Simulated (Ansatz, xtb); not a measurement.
**Relative energy of two isomers of C3H5NSi**

Structure I: `C=C([SiH3])C#N`, a singlet. Structure II: `N#C/C=C/[SiH3]`, a singlet. Both are isolated molecules in the gas phase, relaxed with PBE0-D3(BJ)/def2-SVP.

Quicker runs give these differences E(II) − E(I): GFN2-xTB +1.01 kcal/mol; HF/STO-3G −0.45 kcal/mol (at GFN2-xTB geometries); r2SCAN-D4/def2-SVP +0.18 kcal/mol (at GFN2-xTB geometries).

Question: Which of the two would you expect CCSD(T)/def2-SVP + ΔMP2/def2-TZVPP electronic energies to favour?

Answer: Too close to call at this level: CCSD(T)/def2-SVP + ΔMP2/def2-TZVPP gives E(II) − E(I) = +0.73 kcal/mol.

How the difference moves with the method:

| level | geometry | E(II) − E(I) (kcal/mol) | departure from the last row (kcal/mol) | job, with rough time for the two |
| --- | --- | --- | --- | --- |
| GFN2-xTB | GFN2-xTB | +1.01 | +0.29 | optimisation, 0.092 s |
| HF/STO-3G | GFN2-xTB | −0.45 | −1.17 | single point, 0.32 s |
| r2SCAN-D4/def2-SVP | GFN2-xTB | +0.18 | −0.55 | single point, 3.7 s |
| PBE0-D3(BJ)/def2-SVP | PBE0-D3(BJ)/def2-SVP | +0.45 | −0.28 | optimisation, 26 s |
| HF/def2-SVP | PBE0-D3(BJ)/def2-SVP | +0.57 | −0.15 | part of the CCSD(T) run |
| MP2/def2-SVP | PBE0-D3(BJ)/def2-SVP | +0.81 | +0.08 | part of the CCSD(T) run |
| CCSD(T)/def2-SVP | PBE0-D3(BJ)/def2-SVP | +0.72 | −0.01 | single point |
| CCSD(T)/def2-SVP + ΔMP2/def2-TZVPP | PBE0-D3(BJ)/def2-SVP | +0.73 |  | single point, 26 s |

As drawn, both hold the same kinds of bond in the same numbers.

The largest departure from CCSD(T)/def2-SVP + ΔMP2/def2-TZVPP is that of HF/STO-3G, 1.17 kcal/mol. The last row adds to CCSD(T) the change of the MP2 difference between the two basis sets, here +0.01 kcal/mol.

With harmonic frequencies from PBE0-D3(BJ)/def2-SVP (ideal gas, rigid rotor, one conformer each, 298.15 K, 1 atm): the zero-point term adds −0.12 kcal/mol; ΔH is +0.69 and ΔG +0.58 kcal/mol.

The correlated steps freeze 9 core orbitals. Programs: Ansatz 0.2.0, xtb 6.7.1; the last row on 2 threads of Arm Neoverse V2 on a shared host.
